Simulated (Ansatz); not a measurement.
**Worked example: C4H9Br + C2H7AlS → C4H10S + C2H6AlBr**

Species: C4H9Br (2-bromo-2-methylpropane) `CC(C)(C)Br`, singlet; C2H7AlS `C[CH2][AlH][SH]`, singlet; C4H10S (2-methyl-2-propanethiol) `CC(C)(C)S`, singlet; C2H6AlBr `C[CH2][AlH][Br]`, singlet. The partners trade Br for SH: C–Br and Al–SH bonds give way to C–SH and Al–Br.

Shapes, held fixed at every level: PBE0-D4/def2-TZVP. Flexible molecules stand in one conformer, not always the lowest. Programs: Ansatz 0.2.0. The zero-point and thermal change to 298 K, harmonic and unscaled (PBE0-D4/def2-TZVP), is +1.1 kJ/mol.

At CCSD(T)/def2-TZVPP; 1 Eh = 2625.50 kJ/mol:

```
 species   energy (Eh)
  C4H9Br  -2730.275173
 C2H7AlS   -720.049563
  C4H10S   -555.894219
C2H6AlBr  -2894.445642
```

**Question.** Work out ΔH(298 K) of the reaction at this level.

**Answer.** 
1. Products less reactants: (-555.894219) + (-2894.445642) − [(-2730.275173) + (-720.049563)] = -0.015125 Eh = -39.7 kJ/mol.
2. With the thermal change: -39.7 + (+1.1) = -38.6 kJ/mol.

Other levels give -51.3 (HF/def2-SVP) to -35.0 kJ/mol (PBE-D4/def2-TZVPP). No measured value is set beside it here. Relativity is left out for Br unless named. Correlated rows may include outer-core shells of Br, which these sets cover unevenly.
